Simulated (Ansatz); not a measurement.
Geometry optimisation, RKS PBE-D4/def2-SVP in Ansatz.

Input file:

```yaml
crystal:
  periodic: [false, false, false]
  atoms:
    - { symbol: O, position_ang: [-0.86775, -0.66372, -1.45842] }
    - { symbol: C, position_ang: [-0.08736, 0.24929, -1.38492] }
    - { symbol: Si, position_ang: [0.81171, 0.63395, 0.31592] }
    - { symbol: S, position_ang: [-0.26197, -1.14544, 1.37643] }
    - { symbol: H, position_ang: [0.1281, 0.86789, -2.26908] }
    - { symbol: H, position_ang: [0.29173, 1.80128, 1.01118] }
    - { symbol: H, position_ang: [2.20498, 0.22838, 0.36377] }
    - { symbol: H, position_ang: [-0.87689, -1.44962, 0.18723] }
    - { symbol: H, position_ang: [-1.34255, -0.52201, 1.85789] }
total_charge: 1
basis:
  gaussian: { orbitals: def2-SVP }
hamiltonian:
  xc: pbe
  dispersion: d4
relax:
  f_tol: 0.015
  max_steps: 40
```

Launched with:

```bash
$ ansatz run input.yaml --threads 1 --pin off --max-ram 2048MiB --backend cpu --events-out ev --progress --plain --runs-dir out
```

Q: Where does it end, and by what steps?

A: It converged. Limits of this set-up: the dipole of an ion depends on the origin. After 16 steps the energy has fallen by 0.376 eV; H8 moved furthest, 0.65 Å. Parted: S4–H8. Joined: O1–H8.

| step | energy less start (eV) | largest force component (eV/Å) | accepted |
| --- | --- | --- | --- |
| 0 | 0.0000 | 1.226 | yes |
| 1 | -0.0494 | 0.903 | yes |
| 2 | -0.1449 | 0.437 | yes |
| 3 | -0.1537 | 0.441 | yes |
| 4 | -0.1783 | 0.282 | yes |
| 5 | -0.2040 | 0.294 | yes |
| 6 | -0.2288 | 0.326 | yes |
| 7 | -0.2711 | 0.644 | yes |
| 8 | -0.3230 | 0.880 | yes |
| 9 | -0.3510 | 0.590 | yes |
| 10 | -0.3413 | 0.794 | no |
| 11 | -0.3716 | 0.276 | yes |
| 12 | -0.3686 | 0.310 | no |
| 13 | -0.3745 | 0.116 | yes |
| 14 | -0.3756 | 0.029 | yes |
| 15 | -0.3756 | 0.036 | yes |
| 16 | -0.3757 | 0.015 | yes |

```xyz
9
Properties=species:S:1:pos:R:3
O -0.861 -0.772 -1.382
C -0.066 0.198 -1.267
Si 0.738 0.508 0.501
S -0.222 -1.174 1.488
H 0.088 0.770 -2.210
H 0.299 1.858 0.966
H 2.207 0.292 0.336
H -0.926 -1.240 -0.428
H -1.258 -0.438 1.995
```

Whether the end is a true minimum wasn't checked by a vibrational analysis.

The run took 2.2 min on 1 CPU thread of a shared host.
